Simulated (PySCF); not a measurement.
Compound: C₄H₈F₂Si.
Cartesian coordinates in Å at the PBE0-D3(BJ)/def2-SVP level; atoms count from 1:
```
atom  x, y, z in Å
F1     2.6683    0.9969    0.0452
C2     1.9029   -0.1179   -0.0425
F3     2.5355   -1.0986    0.6532
C4     0.5430    0.1392    0.5231
C5    -0.4987   -1.0042    0.4185
C6    -1.8126   -0.1880    0.3039
Si7   -0.7477    1.2403   -0.3411
H8     1.8756   -0.4318   -1.1027
H9     0.6670    0.4585    1.5721
H10   -0.3280   -1.5725   -0.5123
H11   -0.4625   -1.7306    1.2461
H12   -2.2210    0.0484    1.2996
H13   -2.6127   -0.6312   -0.3040
H14   -0.5813    1.2294   -1.8277
H15   -0.9681    2.6423    0.1240
```

Computed with PySCF at PBE0/pcSseg-1 and CAM-B3LYP/def2-SVPD, non-relativistic, on one gas-phase PBE0-D3(BJ)/def2-SVP geometry that isn't relaxed in the solvent. The solvent is an IEF-PCM continuum (Bondi radii, 1.10 Å for H, scaled by 1.2). Only the electrostatic response of the medium enters.

Gas phase at PBE0/pcSseg-1: HOMO -8.36 eV, LUMO 0.24 eV, dipole 2.44 D.

Task: What does the continuum do to the energy, the frontier levels and the dipole at PBE0/pcSseg-1 in chloroform and water?

Result: 
```tsv
solvent	ε	E(solvent) − E(gas) (kcal/mol)	polarisation term (kcal/mol)	distortion of the solute (kcal/mol)	HOMO (eV)	LUMO (eV)	dipole (D)
chloroform	4.711	-2.46	-2.67	0.21	-8.13	0.45	2.76
water	78.36	-3.45	-3.87	0.42	-8.07	0.51	2.88
```

The polarisation term is half the interaction of the solute with the surface charges that it induces; the rest is the cost of distorting the solute's density. The sum is the electrostatic part of solvation alone. From chloroform to water the lowering changes by a factor 1.40, Onsager's factor (ε − 1)/(2ε + 1) by 1.38 and ε itself by 16.6.

Task: Which radius a makes the point-dipole formula ΔE = −[(ε − 1)/(2ε + 1)]·μ²/a³ give the value in water, with the gas-phase dipole?

Result: μ = 0.960 au and |ΔE| = 0.00550 Eh give a = 2.30 Å; the farthest nucleus lies 2.85 Å from the centroid of the nuclei, so such a sphere wouldn't even hold the nuclei. The formula assumes a rigid point dipole at the centre of a sphere.

Task: Give the dipole vector in the frame of the coordinates (D, pointing from negative to positive charge), gas and water.

Result: Gas (-2.38, -0.19, -0.51), solvent (-2.78, -0.30, -0.68). Its length changes by +18 % and its direction by 2°.

Task: Which Mulliken charges (PBE0/pcSseg-1) respond most in chloroform (means over atoms taken as equivalent)?

Result: 
| atoms | environment | gas (e) | solvent (e) | change |
| --- | --- | --- | --- | --- |
| H8 | methine hydrogen | +0.076 | +0.095 | +0.019 |
| F3 | fluorine of a CF2 group | -0.308 | -0.321 | -0.013 |
| F1 | fluorine of a CF2 group | -0.305 | -0.317 | -0.012 |
| Si7 | SiH2 silicon | +0.642 | +0.652 | +0.010 |
| H10 | methylene hydrogen | +0.127 | +0.136 | +0.009 |
| C2 | CHF2 carbon | +0.605 | +0.598 | -0.007 |

Task: Which Mayer bond orders change most in chloroform?

Result: 
```json
{"bond": "C2–F3", "length (Å)": "1.359", "gas": "0.948", "solvent": "0.936", "change": "-0.012"}
{"bond": "F1–C2", "length (Å)": "1.355", "gas": "0.947", "solvent": "0.937", "change": "-0.010"}
{"bond": "C2–C4", "length (Å)": "1.495", "gas": "1.023", "solvent": "1.028", "change": "+0.005"}
{"bond": "C6–Si7", "length (Å)": "1.895", "gas": "0.936", "solvent": "0.940", "change": "+0.004"}
{"bond": "C4–H9", "length (Å)": "1.104", "gas": "0.911", "solvent": "0.908", "change": "-0.003"}
{"bond": "C4–C5", "length (Å)": "1.550", "gas": "0.946", "solvent": "0.948", "change": "+0.002"}
{"bond": "C5–C6", "length (Å)": "1.551", "gas": "0.986", "solvent": "0.988", "change": "+0.002"}
{"bond": "Si7–C4", "length (Å)": "1.904", "gas": "0.865", "solvent": "0.863", "change": "-0.002"}
```

Gas phase at CAM-B3LYP/def2-SVPD: HOMO -9.72 eV, LUMO 0.90 eV, dipole 2.68 D.

Task: What does the continuum do to the energy, the frontier levels and the dipole at CAM-B3LYP/def2-SVPD in chloroform?

Result: 
```csv
solvent,ε,E(solvent) − E(gas) (kcal/mol),polarisation term (kcal/mol),distortion of the solute (kcal/mol),HOMO (eV),LUMO (eV),dipole (D)
chloroform,4.711,-2.75,-3.03,0.28,-9.47,1.11,3.08
```

Task: How does the static polarisability (CAM-B3LYP/def2-SVPD, frozen core, with the continuum's full static response) change?

Result: 
```tsv
medium	isotropic (au)	principal values (au)	⟨r²⟩ of the electrons (bohr²)
gas	73.9	65.4, 76.2, 80.2	1023.9
chloroform	90.9	82.2, 91.4, 98.9	1024.3
```

The isotropic value in chloroform is 1.23 times the gas-phase one; no cavity-field correction is applied. ⟨r²⟩ is taken about the centre of nuclear charge.
